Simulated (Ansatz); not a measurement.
CH₄AlO (SMILES [CH3][Al+][OH]), charge +1, singlet, geometry from GFN2-xTB (such geometries of metal compounds can be far from the true shape); BLYP/6-31G* (Ansatz, a first-principles code).

Ansatz was given this input:
Ansatz 0.2 input:
```yaml
crystal:
  periodic: [false, false, false]
  atoms:
    - {symbol: Al, position_ang: [0.01378599, -0.08771531, 0.05941353]}
    - {symbol: C, position_ang: [-0.23964694, 1.52478693, -1.03280691]}
    - {symbol: H, position_ang: [-0.97632662, 2.17684818, -0.54640708]}
    - {symbol: H, position_ang: [-0.60085771, 1.23286648, -2.02717849]}
    - {symbol: H, position_ang: [0.71891160, 2.05116469, -1.12531413]}
    - {symbol: O, position_ang: [0.22145958, -1.40906733, 0.95442481]}
    - {symbol: H, position_ang: [0.34525979, -2.19676333, 1.48796681]}
basis:
  gaussian:
    orbitals: 6-31G*
    fitting: {mean_field: cc-pVTZ-JKFIT}
hamiltonian:
  xc: blyp
total_charge: 1
```

What the program printed (banner, timings and long lists left out):

```
Functional definition: BLYP
399 factors; integrals over basis functions are off by at most 1.7e-1 eV
mean field evaluation 1: about -9709.7827 eV, gradient 1.2e2 eV
mean field evaluation 2: about -9587.2589 eV, gradient 2.1e2 eV
mean field evaluation 4: about -9735.6334 eV, gradient 3.2e1 eV
mean field evaluation 8: about -9738.4598 eV, gradient 2.0e-1 eV
mean field evaluation 16: about -9738.4568 eV, gradient 4.3e-5 eV
mean field -9738.45678437 eV, -357.8816858627 hartree, gradient 4.3e-5 eV, S^2 0.000000; 0 other end points of the search recorded, 0 dependent functions left out
reference -9738.45706867 eV, -357.8816963105 hartree; 15, 15 occupied and 42, 42 virtual orbitals, 399 factors
Total energy: -9738.45706867 eV, -357.8816963105 hartree
```
